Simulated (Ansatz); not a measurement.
Species: C3H2, net charge 0, singlet state. SMILES: [C][C][CH2]
Structure (B3LYP-D3(BJ)/def2-TZVP (Ansatz, a quantum-chemistry and plane-wave program) minimum search):
```xyz
5

C     -0.0184    -0.0120    -1.1190
C      0.0033     0.0022     0.2011
H      0.8505     0.2726    -1.7068
H     -0.9061    -0.3089    -1.6717
C      0.0244     0.0159     1.4810
```

Quantity: vertical triplet-singlet gap (E(triplet) - E(singlet); each state is the SCF solution reached for its spin; the UHF <S^2> is 2.51 for the triplet (pure: 2.00); for the triplet T1 is 0.053; for the singlet the Hartree-Fock reference is unstable and T1 is 0.018), in kcal/mol. Correlated levels leave the core frozen unless marked. Open shells are spin-unrestricted. Spin-orbit coupling is left out. Non-relativistic. CBS marks a two-point X^-3 extrapolation of the correlation energy; Hartree-Fock from the larger set. The bracket is a focal-point correction in the basis named.

| level | program | vertical triplet-singlet gap (kcal/mol) |
|---|---|---|
| PBE/def2-TZVPD | Ansatz | 28.7 |
| r2SCAN/def2-TZVPD | Ansatz | ? |
| PBE0/def2-TZVPD | Ansatz | 26.4 |
| BHLYP/def2-TZVPD | Ansatz | 27.2 |
| wB97M-V/def2-TZVPD | Ansatz | 32.7 |
| wB97X-V/def2-TZVPD | Ansatz | 31.6 |
| B2PLYP/def2-TZVPD | Ansatz | 35.0 |
| SCS-MP2/aug-cc-pVDZ | Ansatz | 47.3 |
| SCS-MP2/aug-cc-pVTZ | Ansatz | 52.0 |
| CCSD/aug-cc-pVDZ | Ansatz | 28.8 |
| CCSD/aug-cc-pVTZ | Ansatz | ? |
| RI-MP2/CBS(aug-cc-pVTZ,aug-cc-pVQZ)+[CCSD(T)-MP2]/aug-cc-pVTZ | Ansatz | 35.0 |

### Question
Complete the blanks.

### Answer

- r2SCAN/def2-TZVPD, vertical triplet-singlet gap (kcal/mol): 21.6
- CCSD/aug-cc-pVTZ, vertical triplet-singlet gap (kcal/mol): 30.0
